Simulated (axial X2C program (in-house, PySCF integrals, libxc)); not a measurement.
**Spin–orbit effects down a group: molecules with H (ions), HF**

Computed with an in-house all-electron X2C program for linear molecules (integrals from PySCF), spin-free (one-electron X2C) or two-component (2c: spin–orbit coupling with atomic mean-field Coulomb and Gaunt terms, which also bring small scalar terms), in Dyall basis sets with cores contracted in-house; open shells are unrestricted.

Basis sets: Ag dyall-acv3z, Au dyall-acv3z, Cu dyall-acv3z, H dyall-av3z.

```tsv
molecule	spin-free state	Re (Å)	ωe (cm⁻¹)	De (eV)	2c state	Re 2c (Å)	ωe 2c (cm⁻¹)	De 2c (eV)
CuH⁻	M_S = 1/2, Λ = 0	1.606	1413.0	1.59	Ω = 1/2	1.606	1411.9	1.59
AgH⁻	M_S = 1/2, Λ = 0	1.778	1290.3	1.35	Ω = 1/2	1.778	1289.7	1.35
AuH⁻	M_S = 1/2, Λ = 0	1.659	1640.3	1.36	Ω = 1/2	1.652	1662.2	1.40
```

(1) Work out the shifts from the spin-free to the two-component result.

Fragments in 2c: Cu- + H, Ag- + H, Au- + H. Each entry is the lowest single determinant of a limited PBE0 search at one distance. De goes to single-determinant-based atoms at the same level (for ions the charge split of lowest energy) and is withheld (n/a) where an atom does not fit its ground term or J level. Main or longest-lived isotopes.

Results:

(1) 

```tsv
molecule	2c state	ΔRe (Å)	Δωe (cm⁻¹)	ΔDe (eV)
CuH⁻	Ω = 1/2	0.000	-1.1	0.00
AgH⁻	Ω = 1/2	0.000	-0.6	0.00
AuH⁻	Ω = 1/2	-0.007	21.9	0.04
```

Shifts of one unit in the last digit are rounding.
